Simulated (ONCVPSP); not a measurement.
# Configuration tests for B (ONCV)

```json
{
  "Element": "B",
  "Generator": "ONCVPSP 4.0.1",
  "Type": "optimised norm-conserving Vanderbilt (ONCV)",
  "Functional": "LDA (Perdew-Wang 92)",
  "Relativity": "scalar-relativistic",
  "Frozen core": "[He]",
  "Valence charge": "3",
  "Reference configuration": "2s2 2p1",
  "Partial waves": "2s: rc 1.65 bohr, ncon 4, nbas 9, qcut 3.5 1/bohr, 2 projectors, debl 2.4 Ha; 2p: rc 3.75 bohr, ncon 5, nbas 9, qcut 4.5 1/bohr, 1 projector; d scattering state at 0.36 Ha: rc 3.40 bohr, ncon 4, nbas 7, qcut 3.1 1/bohr, 2 projectors, debl 0.4 Ha",
  "Local potential": "polynomial inside 1.55 bohr (lpopt 5, dvloc0 2 Ha)",
  "Core correction": "polynomial model core, fcfact 0.35"
}
```

Energies are relative to the spin-unpolarised reference configuration 2s2 2p1; without spin polarisation the order of configurations can differ from experiment.

| valence configuration | charge | ΔE all-electron (eV) | error AE − PS (meV) |
| --- | --- | --- | --- |
| 2s2 2p0 | +1 | 8.321 | +136 |
| 2s2 2p0.5 | +0.5 | 2.940 | +20 |
| 2s1 2p2 | 0 | 5.685 | -29 |

Q: What are ΔE and the potential's error for 2s1 2p0?

A: ΔE = 33.619 eV all-electron; the error (AE − PS) is +370 meV.

Levels in the configuration 2s2 2p0:

```csv
level,all-electron (eV),pseudo (eV)
2s,-19.411,-19.205
```
